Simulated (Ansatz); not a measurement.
Level of theory: CAM-B3LYP-D3(BJ)/def2-TZVP (Ansatz, a program for electronic structure). No frequencies were computed at this level.

Ansatz 0.2 input:
```yaml
crystal:
  periodic: [false, false, false]
  atoms:
    - { symbol: O, position_ang: [0.043926, 1.943163, -0.144558] }
    - { symbol: In, position_ang: [-0.331807, 0.037615, -0.072263] }
    - { symbol: O, position_ang: [-2.090195, -0.58713, -0.601509] }
    - { symbol: S, position_ang: [1.409858, -1.506212, 0.591375] }
    - { symbol: H, position_ang: [0.79269, 2.240363, 0.372127] }
    - { symbol: H, position_ang: [-2.178264, -1.540685, -0.58127] }
    - { symbol: H, position_ang: [2.353792, -0.587116, 0.436096] }
basis:
  gaussian: { orbitals: def2-tzvp }
hamiltonian:
  xc: cam_b3lyp
  dispersion: d3bj
relax:
  max_steps: 150
```

Output:

```
Functional definition: CAM-B3LYP
1170 factors; their error is unknown
357 factors; integrals over basis functions are off by at most 4.6e-6 eV
mean field evaluation 1: about -20143.3593 eV, gradient 8.2e1 eV
mean field evaluation 2: about -20118.3779 eV, gradient 1.4e2 eV
mean field evaluation 4: about -20154.4637 eV, gradient 4.9e0 eV
mean field evaluation 8: about -20154.5111 eV, gradient 7.0e-2 eV
mean field evaluation 16: about -20154.5648 eV, gradient 1.0e-4 eV
mean field -20154.56481427 eV, -740.6665956697 hartree, gradient 4.3e-5 eV, S^2 0.000000; 0 other end points of the search recorded, 0 dependent functions left out
reference -20154.56495103 eV, -740.6666006956 hartree; 28, 28 occupied and 139, 139 virtual orbitals, 1170 factors
relax step   1: F+E_penalty+E_count = -20154.68652336 eV  Δ(F+E_penalty+E_count) = +0.000e0 eV  max|allowed force component| = 8.242e-1 eV/Å  Δτ_max = 0.0000 Å  (30 SCF iters, accepted)
these checks for a lower state are left out or cut short: starts, cluster_reference, orbital_swaps, neighbouring_geometries, increment
1170 factors; their error is unknown
357 factors; integrals over basis functions are off by at most 4.9e-6 eV
mean field -20154.59301675 eV, -740.6676320918 hartree, gradient 1.1e-5 eV, S^2 0.000000; 0 other end points of the search recorded, 0 dependent functions left out
reference -20154.59315286 eV, -740.6676370936 hartree; 28, 28 occupied and 139, 139 virtual orbitals, 1170 factors
relax step   2: F+E_penalty+E_count = -20154.71452520 eV  Δ(F+E_penalty+E_count) = -2.800e-2 eV  max|allowed force component| = 7.132e-1 eV/Å  Δτ_max = 0.1015 Å  (34 SCF iters, accepted)
these checks for a lower state are left out or cut short: starts, cluster_reference, orbital_swaps, neighbouring_geometries, increment
1170 factors; their error is unknown
357 factors; integrals over basis functions are off by at most 5.0e-6 eV
mean field evaluation 32: about -20154.5809 eV, gradient 2.2e-5 eV
mean field -20154.58092676 eV, -740.6671877927 hartree, gradient 2.2e-5 eV, S^2 0.000000; 0 other end points of the search recorded, 0 dependent functions left out
reference -20154.58106239 eV, -740.6671927772 hartree; 28, 28 occupied and 139, 139 virtual orbitals, 1170 factors
relax step   3: F+E_penalty+E_count = -20154.70241899 eV  Δ(F+E_penalty+E_count) = +1.211e-2 eV  max|allowed force component| = 6.123e-1 eV/Å  Δτ_max = 0.1341 Å  (34 SCF iters, rejected (line search))
these checks for a lower state are left out or cut short: starts, cluster_reference, orbital_swaps, neighbouring_geometries, increment
1170 factors; their error is unknown
357 factors; integrals over basis functions are off by at most 5.0e-6 eV
mean field -20154.60913105 eV, -740.6682242813 hartree, gradient 1.2e-5 eV, S^2 0.000000; 0 other end points of the search recorded, 0 dependent functions left out
reference -20154.60926687 eV, -740.6682292725 hartree; 28, 28 occupied and 139, 139 virtual orbitals, 1170 factors
relax step   4: F+E_penalty+E_count = -20154.73043540 eV  Δ(F+E_penalty+E_count) = -1.591e-2 eV  max|allowed force component| = 2.238e-1 eV/Å  Δτ_max = 0.0653 Å  (35 SCF iters, accepted)
these checks for a lower state are left out or cut short: starts, cluster_reference, orbital_swaps, neighbouring_geometries, increment
1170 factors; their error is unknown
357 factors; integrals over basis functions are off by at most 5.2e-6 eV
mean field -20154.61460153 eV, -740.6684253177 hartree, gradient 1.5e-5 eV, S^2 0.000000; 0 other end points of the search recorded, 0 dependent functions left out
reference -20154.61473696 eV, -740.6684302947 hartree; 28, 28 occupied and 139, 139 virtual orbitals, 1170 factors
relax step   5: F+E_penalty+E_count = -20154.73578221 eV  Δ(F+E_penalty+E_count) = -5.347e-3 eV  max|allowed force component| = 1.773e-2 eV/Å  Δτ_max = 0.0659 Å  (35 SCF iters, accepted)
these checks for a lower state are left out or cut short: starts, cluster_reference, orbital_swaps, neighbouring_geometries, increment
1170 factors; their error is unknown
357 factors; integrals over basis functions are off by at most 5.2e-6 eV
mean field -20154.61503983 eV, -740.6684414249 hartree, gradient 2.4e-5 eV, S^2 0.000000; 0 other end points of the search recorded, 0 dependent functions left out
reference -20154.61517529 eV, -740.6684464031 hartree; 28, 28 occupied and 139, 139 virtual orbitals, 1170 factors
relax step   6: F+E_penalty+E_count = -20154.73615211 eV  Δ(F+E_penalty+E_count) = -3.699e-4 eV  max|allowed force component| = 5.507e-3 eV/Å  Δτ_max = 0.0290 Å  (34 SCF iters, accepted)
these checks for a lower state are left out or cut short: starts, cluster_reference, orbital_swaps, neighbouring_geometries, increment
1170 factors; their error is unknown
357 factors; integrals over basis functions are off by at most 5.2e-6 eV
mean field -20154.60817491 eV, -740.6681891437 hartree, gradient 2.1e-5 eV, S^2 0.000000; 0 other end points of the search recorded, 0 dependent functions left out
reference -20154.60831079 eV, -740.6681941373 hartree; 28, 28 occupied and 139, 139 virtual orbitals, 1170 factors
relax step   7: F+E_penalty+E_count = -20154.72914665 eV  Δ(F+E_penalty+E_count) = +7.005e-3 eV  max|allowed force component| = 6.002e-1 eV/Å  Δτ_max = 0.0731 Å  (33 SCF iters, rejected (line search))
these checks for a lower state are left out or cut short: starts, cluster_reference, orbital_swaps, neighbouring_geometries, increment
1170 factors; their error is unknown
357 factors; integrals over basis functions are off by at most 5.2e-6 eV
mean field evaluation 64: about -20154.6152 eV, gradient 7.5e-5 eV
mean field -20154.61515517 eV, -740.6684456639 hartree, gradient 2.3e-5 eV, S^2 0.000000; 0 other end points of the search recorded, 0 dependent functions left out
reference -20154.61529067 eV, -740.6684506433 hartree; 28, 28 occupied and 139, 139 virtual orbitals, 1170 factors
relax step   8: F+E_penalty+E_count = -20154.73621654 eV  Δ(F+E_penalty+E_count) = -6.443e-5 eV  max|allowed force component| = 2.409e-2 eV/Å  Δτ_max = 0.0196 Å  (34 SCF iters, accepted)
these checks for a lower state are left out or cut short: starts, cluster_reference, orbital_swaps, neighbouring_geometries, increment
1170 factors; their error is unknown
357 factors; integrals over basis functions are off by at most 5.2e-6 eV
mean field -20154.61520155 eV, -740.6684473682 hartree, gradient 2.3e-5 eV, S^2 0.000000; 0 other end points of the search recorded, 0 dependent functions left out
reference -20154.61533708 eV, -740.6684523486 hartree; 28, 28 occupied and 139, 139 virtual orbitals, 1170 factors
relax step   9: F+E_penalty+E_count = -20154.73624717 eV  Δ(F+E_penalty+E_count) = -3.063e-5 eV  max|allowed force component| = 1.180e-2 eV/Å  Δτ_max = 0.0045 Å  (36 SCF iters, accepted)
these checks for a lower state are left out or cut short: starts, cluster_reference, orbital_swaps, neighbouring_geometries, increment
1170 factors; their error is unknown
357 factors; integrals over basis functions are off by at most 5.2e-6 eV
mean field -20154.61522189 eV, -740.6684481157 hartree, gradient 2.3e-5 eV, S^2 0.000000; 0 other end points of the search recorded, 0 dependent functions left out
reference -20154.61535742 eV, -740.6684530961 hartree; 28, 28 occupied and 139, 139 virtual orbitals, 1170 factors
relax step  10: F+E_penalty+E_count = -20154.73627613 eV  Δ(F+E_penalty+E_count) = -2.896e-5 eV  max|allowed force component| = 7.095e-4 eV/Å  Δτ_max = 0.0040 Å  (36 SCF iters, accepted)
1170 factors; their error is unknown
357 factors; integrals over basis functions are off by at most 5.2e-6 eV
mean field evaluation 96: about -20154.5615 eV, gradient 1.5e-1 eV
mean field -20154.61522189 eV, -740.6684481157 hartree, gradient 2.3e-5 eV, S^2 0.000000; 1 other end points of the search recorded, 0 dependent functions left out
reference -20154.61535742 eV, -740.6684530961 hartree; 28, 28 occupied and 139, 139 virtual orbitals, 1170 factors
Total energy: -20154.73641165 eV, -740.6729017573 hartree
Atom 0 at    -0.061501     1.960193    -0.038772 Å, force     0.000126     0.000709    -0.000096 eV/Å
Atom 1 at    -0.274333     0.004331    -0.075567 Å, force     0.000087    -0.000515     0.000004 eV/Å
Atom 2 at    -2.091840    -0.562875    -0.566318 Å, force     0.000114     0.000132     0.000196 eV/Å
Atom 3 at     1.454788    -1.548141     0.414087 Å, force    -0.000578     0.000246     0.000277 eV/Å
Atom 4 at     0.819885     2.260069     0.197238 Å, force    -0.000246    -0.000199     0.000118 eV/Å
Atom 5 at    -2.215512    -1.515278    -0.588185 Å, force     0.000254    -0.000187    -0.000160 eV/Å
Atom 6 at     2.368513    -0.598301     0.657516 Å, force     0.000243    -0.000186    -0.000339 eV/Å
Dipole moment:     0.472050    -0.205105     0.131721 e Å
```

Cost: very roughly 100 core-seconds.
